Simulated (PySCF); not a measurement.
Cost of response and excited-state runs on `C[C@@H]1CO[B@@H-](N)O1`, [C3H9BNO2]-, charge -1

Molfile (atoms numbered from 1):
```
C3H9BNO2
     RDKit          3D

 16 16  0  0  0  0  0  0  0  0999 V2000
   -2.1305    0.3306    0.7057 C   0  0  0  0  0  0  0  0  0  0  0  0
   -0.7155    0.2785    0.1232 C   0  0  2  0  0  0  0  0  0  0  0  0
   -0.2546   -1.1594   -0.2212 C   0  0  0  0  0  0  0  0  0  0  0  0
    1.0970   -1.2185    0.0150 O   0  0  0  0  0  0  0  0  0  0  0  0
    1.5236    0.0923    0.7264 B   0  0  1  0  0  0  0  0  0  0  0  0
    2.3994    0.9462   -0.2105 N   0  0  0  0  0  0  0  0  0  0  0  0
    0.2146    0.7589    1.0215 O   0  0  0  0  0  0  0  0  0  0  0  0
   -2.1568   -0.2265    1.6394 H   0  0  0  0  0  0  0  0  0  0  0  0
   -2.4076    1.3631    0.9105 H   0  0  0  0  0  0  0  0  0  0  0  0
   -2.8454   -0.1020    0.0053 H   0  0  0  0  0  0  0  0  0  0  0  0
   -0.7096    0.8814   -0.8161 H   0  0  0  0  0  0  0  0  0  0  0  0
   -0.7996   -1.8856    0.4217 H   0  0  0  0  0  0  0  0  0  0  0  0
   -0.4883   -1.4149   -1.2747 H   0  0  0  0  0  0  0  0  0  0  0  0
    2.1268   -0.1518    1.7447 H   0  0  0  0  0  0  0  0  0  0  0  0
    1.9084    1.1015   -1.0865 H   0  0  0  0  0  0  0  0  0  0  0  0
    3.2304    0.4151   -0.4483 H   0  0  0  0  0  0  0  0  0  0  0  0
  1  2  1  0
  2  3  1  0
  3  4  1  0
  4  5  1  0
  5  6  1  0
  5  7  1  0
  7  2  1  0
  1  8  1  0
  1  9  1  0
  1 10  1  0
  2 11  1  6
  3 12  1  0
  3 13  1  0
  5 14  1  1
  6 15  1  0
  6 16  1  0
M  CHG  1   5  -1
M  END
```

PySCF with density fitting, on 1 thread of an Arm Neoverse V2, shared host. Command: `OMP_NUM_THREADS=1 python excited_run.py task.json out`

Task: How long does this run take, and how much memory?
- circular dichroism and optical rotation, PBE0/def2-SVPD; 8 states

Result: 
| run | level | basis functions | wall time | peak memory (GiB) |
| --- | --- | --- | --- | --- |
| circular dichroism and optical rotation | PBE0/def2-SVPD | 218 | 52 s | 0.87 |

Times from a shared host are rough.
